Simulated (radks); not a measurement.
Values are calculated unless marked as measured or tabulated.
Task: Ho XXII, 46 electrons, occupied as [Kr] 4d10. Code: a radial shooting solver on a logarithmic mesh with Libxc functionals. Model: Dirac Kohn-Sham, LB94 model potential, spin-unpolarised, spherical densities, finite nucleus; Fermi nuclear charge, rms radius 5.2022 fm. Some entries of the table are withheld. Estimate them.

| orbital | occ. | eigenvalue (eV) | <r^2> (bohr^2) |
|---|---|---|---|
| 1s1/2 | 2 | -56229.61 | 0.0005866 |
| 2s1/2 | 2 | (1) | 0.009083 |
| 2p1/2 | 2 | -9478.981 | 0.006553 |
| 2p3/2 | 4 | -8615.135 | 0.007776 |
| 3s1/2 | 2 | -2700.346 | 0.05983 |
| 3p1/2 | 2 | (2) | 0.05539 |
| 3p3/2 | 4 | (3) | 0.06209 |
| 3d3/2 | 4 | -1988.227 | 0.04905 |
| 3d5/2 | 6 | -1948.740 | 0.05090 |
| 4s1/2 | 2 | -979.4119 | 0.2790 |
| 4p1/2 | 2 | -900.6415 | 0.2853 |
| 4p3/2 | 4 | -854.6923 | 0.3141 |
| 4d3/2 | 4 | -723.3177 | 0.3256 |
| 4d5/2 | 6 | -714.1039 | 0.3346 |

Result: 
(1) 2s1/2 eigenvalue (eV): -9919.975
(2) 3p1/2 eigenvalue (eV): -2505.446
(3) 3p3/2 eigenvalue (eV): -2324.785
